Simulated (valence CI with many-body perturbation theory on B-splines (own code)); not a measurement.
## Pt VIII: calculated level list

Calculated by valence CI with perturbative core correlation (CI+MBPT): three valence electrons over a frozen Dirac-Fock core [Xe] 4f14, radial functions for each j: 7 s, 7 p, 8 d, 6 f, 4 g, 1 h, with the one-electron correlation potential Σ1, the two-electron term Σ2, the three-electron term Σ3, Breit, model QED; selected CI, second order for the rest, scaled by the run's own slope (own B-spline code, finite nucleus).

No measured spectrum was set against this ion. As an estimate, terms of the open shell hold to 2 to 4 % of their energy, and close levels can change places; different configurations can be misplaced against each other by 1,000 to 8,000 cm⁻¹. The list stops below the first excitations out of the core.

Levels 46 to 57 of 57, with energies above the lowest level, (5d3/2^3) J=3/2. "Leading %" is the weight of the configuration and term that name the level; weights of strongly mixed levels are sums over their largest components and can fall short. In the jj column 3d3/2^4 stands for four electrons in 3d with j = 3/2. Lifetimes count E1, E2, E3, M1 and M2 decay at the calculated energies, and are blank where another channel may lead or the interval is too uncertain; long ones can be off by a factor of two.

```tsv
No.	Configuration	Term	J	E (cm⁻¹)	Leading %	Second component	Lifetime	Leading jj
46	5d2.6p	4D°	3/2	302430	39	24 % 5d2.6p 4S°	54.5 ps	5d3/2 5d5/2 6p1/2 (89 %)
47	5d2.6p	2D°	3/2	304620	32	32 % 5d2.6p 4F°	52.9 ps	5d3/2^2 6p3/2 (91 %)
48	5d2.6p	2F°	5/2	305890	32	30 % 5d2.6p 4F°	44.0 ps	5d3/2^2 6p3/2 (79 %)
49	5d2.6p	2G°	7/2	307510	38	21 % 5d2.6p 4G°	46.0 ps	5d3/2^2 6p3/2 (85 %)
50	5d2.6p	4D°	1/2	308910	80	18 % 5d2.6p 2P°	57.7 ps	5d3/2^2 6p3/2 (86 %)
51	5d2.6p	2G°	7/2	313430	46	23 % 5d2.6p 2F°	56.1 ps	5d5/2^2 6p1/2 (60 %)
52	5d2.6p	4G°	9/2	314160	41	33 % 5d2.6p 2H°	96.6 ps	5d5/2^2 6p1/2 (57 %)
53	5d2.6p	4S°	3/2	317420	32	24 % 5d2.6p 2P°	53.3 ps	5d5/2^2 6p1/2 (87 %)
54	5d2.6p	2F°	5/2	318110	40	18 % 5d2.6p 4D°	82.4 ps	5d5/2^2 6p1/2 (82 %)
55	5d2.6p	4F°	9/2	320310	35	31 % 5d2.6p 4G°	61.8 ps	5d3/2 5d5/2 6p3/2 (76 %)
56	5d2.6p	4F°	7/2	321010	32	30 % 5d2.6p 2G°	52.7 ps	5d3/2 5d5/2 6p3/2 (88 %)
57	5d2.6p	2F°	5/2	321140	49	38 % 5d2.6p 4D°	38.7 ps	5d3/2 5d5/2 6p3/2 (88 %)
```

Where two levels of one J and parity lie close, their mixing, g and order are uncertain.
